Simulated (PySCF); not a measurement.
Molecule: C3H5Cl2 (charge 0, doublet). It need not be the lowest isomer of its formula. 
Coordinates optimised at B3LYP-D3(BJ)/def2-TZVP (Ansatz):
```xyz
10

C      0.0280    -0.3609    -1.1925
C     -1.1839    -0.4225    -0.3418
Cl    -1.9499     1.0417     0.1192
C      1.2603     0.2291    -0.5070
Cl     1.8078    -0.7941     0.8754
H      0.2616    -1.3681    -1.5439
H     -0.1688     0.2597    -2.0750
H     -1.4516    -1.2807     0.2533
H      2.0982     0.2922    -1.1970
H      1.0490     1.2138    -0.0981
```
Charge 0, spin multiplicity 2.

Dispersion corrections to the total energy (kcal/mol) from the dftd3 and dftd4 libraries through PySCF: D3(BJ) without and D4 with the three-body term, each with the damping fitted for the functional named.

```
functional      D3(BJ)          D4
----------  ----------  ----------
TPSSh            -6.81       -6.77
PBE              -5.81       -5.47
HF          (withheld)      -19.45
TPSS             -7.39  (withheld)
BLYP            -12.41  (withheld)
PW6B95           -2.95       -4.60
r2SCAN           -1.64       -1.37
```

Q: Complete the blanks.

A: 
- HF, D3(BJ): -41.65
- TPSS, D4: -7.43
- BLYP, D4: -12.14
